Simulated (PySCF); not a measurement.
H₇NO₂Si₂, SMILES N[Si@H](O)O[SiH3].

The structure is a stationary point at PBE-D3(BJ)/def2-SVP. The structure was generated by enumeration; whether it is a known compound was not checked. One conformer was computed; it need not be the lowest.

The numbers are results of PBE-D3(BJ)/def2-SVP (PySCF 2.14.0), not measurements.

Frequencies are harmonic and unscaled.

Computed harmonic wavenumbers and intensities:
```json
[
 {"mode": "1", "ν (cm⁻¹)": "35", "IR (km/mol)": "4.6", "moving atoms (share of kinetic energy)": "O 41 %, H 22 %, N 21 %, Si 16 %"},
 {"mode": "2", "ν (cm⁻¹)": "82", "IR (km/mol)": "4.3", "moving atoms (share of kinetic energy)": "O 50 %, Si 31 %, H 17 %"},
 {"mode": "3", "ν (cm⁻¹)": "97", "IR (km/mol)": "0.4", "moving atoms (share of kinetic energy)": "H 91 %"},
 {"mode": "4", "ν (cm⁻¹)": "194", "IR (km/mol)": "2.3", "moving atoms (share of kinetic energy)": "H 52 %, O 25 %, N 18 %"},
 {"mode": "5", "ν (cm⁻¹)": "219", "IR (km/mol)": "60.0", "moving atoms (share of kinetic energy)": "H 78 %, O 10 %, N 9 %"},
 {"mode": "6", "ν (cm⁻¹)": "273", "IR (km/mol)": "21.5", "moving atoms (share of kinetic energy)": "H 39 %, O 29 %, Si 21 %, N 11 %"},
 {"mode": "7", "ν (cm⁻¹)": "359", "IR (km/mol)": "57.2", "moving atoms (share of kinetic energy)": "H 35 %, Si 28 %, O 27 %, N 10 %"},
 {"mode": "8", "ν (cm⁻¹)": "369", "IR (km/mol)": "16.8", "moving atoms (share of kinetic energy)": "H 49 %, O 34 %, Si 14 %"},
 {"mode": "9", "ν (cm⁻¹)": "427", "IR (km/mol)": "205.0", "moving atoms (share of kinetic energy)": "H 67 %, N 29 %"},
 {"mode": "10", "ν (cm⁻¹)": "600", "IR (km/mol)": "7.6", "moving atoms (share of kinetic energy)": "Si 45 %, H 26 %, O 24 %"},
 {"mode": "11", "ν (cm⁻¹)": "694", "IR (km/mol)": "25.7", "moving atoms (share of kinetic energy)": "H 85 %, Si 9 %"},
 {"mode": "12", "ν (cm⁻¹)": "716", "IR (km/mol)": "28.5", "moving atoms (share of kinetic energy)": "H 79 %, O 11 %, Si 9 %"},
 {"mode": "13", "ν (cm⁻¹)": "729", "IR (km/mol)": "42.3", "moving atoms (share of kinetic energy)": "H 75 %, N 10 %, Si 8 %"},
 {"mode": "14", "ν (cm⁻¹)": "782", "IR (km/mol)": "179.4", "moving atoms (share of kinetic energy)": "H 77 %, O 16 %"},
 {"mode": "15", "ν (cm⁻¹)": "787", "IR (km/mol)": "26.6", "moving atoms (share of kinetic energy)": "H 50 %, O 36 %"},
 {"mode": "16", "ν (cm⁻¹)": "859", "IR (km/mol)": "54.9", "moving atoms (share of kinetic energy)": "H 38 %, N 34 %, Si 24 %"},
 {"mode": "17", "ν (cm⁻¹)": "885", "IR (km/mol)": "233.0", "moving atoms (share of kinetic energy)": "H 66 %, Si 20 %, O 13 %"},
 {"mode": "18", "ν (cm⁻¹)": "916", "IR (km/mol)": "74.4", "moving atoms (share of kinetic energy)": "H 94 %"},
 {"mode": "19", "ν (cm⁻¹)": "918", "IR (km/mol)": "65.8", "moving atoms (share of kinetic energy)": "H 96 %"},
 {"mode": "20", "ν (cm⁻¹)": "935", "IR (km/mol)": "249.4", "moving atoms (share of kinetic energy)": "H 49 %, Si 31 %, O 11 %, N 9 %"},
 {"mode": "21", "ν (cm⁻¹)": "964", "IR (km/mol)": "325.9", "moving atoms (share of kinetic energy)": "H 72 %, Si 18 %, O 9 %"},
 {"mode": "22", "ν (cm⁻¹)": "1033", "IR (km/mol)": "341.8", "moving atoms (share of kinetic energy)": "O 67 %, Si 18 %, H 14 %"},
 {"mode": "23", "ν (cm⁻¹)": "1490", "IR (km/mol)": "52.2", "moving atoms (share of kinetic energy)": "H 89 %, N 11 %"},
 {"mode": "24", "ν (cm⁻¹)": "2158", "IR (km/mol)": "111.1", "moving atoms (share of kinetic energy)": "H 97 %"},
 {"mode": "25", "ν (cm⁻¹)": "2168", "IR (km/mol)": "114.6", "moving atoms (share of kinetic energy)": "H 97 %"},
 {"mode": "26", "ν (cm⁻¹)": "2178", "IR (km/mol)": "137.6", "moving atoms (share of kinetic energy)": "H 96 %"},
 {"mode": "27", "ν (cm⁻¹)": "2207", "IR (km/mol)": "146.0", "moving atoms (share of kinetic energy)": "H 97 %"},
 {"mode": "28", "ν (cm⁻¹)": "3486", "IR (km/mol)": "22.2", "moving atoms (share of kinetic energy)": "H 96 %"},
 {"mode": "29", "ν (cm⁻¹)": "3582", "IR (km/mol)": "24.7", "moving atoms (share of kinetic energy)": "H 91 %, N 9 %"},
 {"mode": "30", "ν (cm⁻¹)": "3769", "IR (km/mol)": "68.0", "moving atoms (share of kinetic energy)": "H 94 %"}
]
```
